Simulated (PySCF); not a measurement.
Radial density of Ru²⁺ (ruthenium, charge +2)

UHF, [Kr] 4d5 5p1, high-spin 7P determinant (an excited configuration). Calculation: PySCF 2.14, in def2-QZVPPD with the def2 core potential (28 electrons); a scalar-relativistic core potential. This is the valence pseudo-density: the core potential removes the inner electrons and smooths the orbitals near the nucleus.

```tsv
r (bohr)	4πr²ρ (e/bohr)	4πr²(ρα − ρβ)
0.0624	4.050e-05	0.0000
0.105	0.0002615	0.0001
0.177	0.002782	0.0009
0.297	0.05766	0.0172
0.500	1.726	0.3486
0.841	12.20	2.8603
1.41	8.225	3.6614
2.38	1.303	1.1385
4.00	0.2335	0.2332
6.73	0.01670	0.0167
11.3	0.0002725	0.0003
```

Energies and moments cover only the electrons outside the core potential.
